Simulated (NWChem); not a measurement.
Species: NiClF, triplet; SMILES [F][Ni][Cl]

```xyz
3

Ni     0.0025    -0.3657     0.0000
F     -0.0041    -2.0780     0.0000
Cl    -0.0019     1.7024     0.0000
```
Atoms are numbered in this order, from 1.

All runs: NWChem. Spin-unrestricted. Medium grid unless said otherwise, to which SCAN and Minnesota functionals are sensitive. Geometry: optimised at PBE0/def2-SVP, spin-unrestricted. The spin multiplicity was typed, not searched, and may not be the lowest. No stability test was run on the SCF state.

For level MN15/def2-SVP:

| Item | Value |
|---|---|
| highest occupied level (eV) | -9.69 |
| lowest empty minus highest occupied level, either spin (eV) | 5.60 |
| dipole (D) | 0.35 |

Estimate the same quantities for level M06-2X/def2-SVP.


* **highest occupied level (eV)**: -10.53
* **lowest empty minus highest occupied level, either spin (eV)**: 8.75
* **dipole (D)**: 0.21
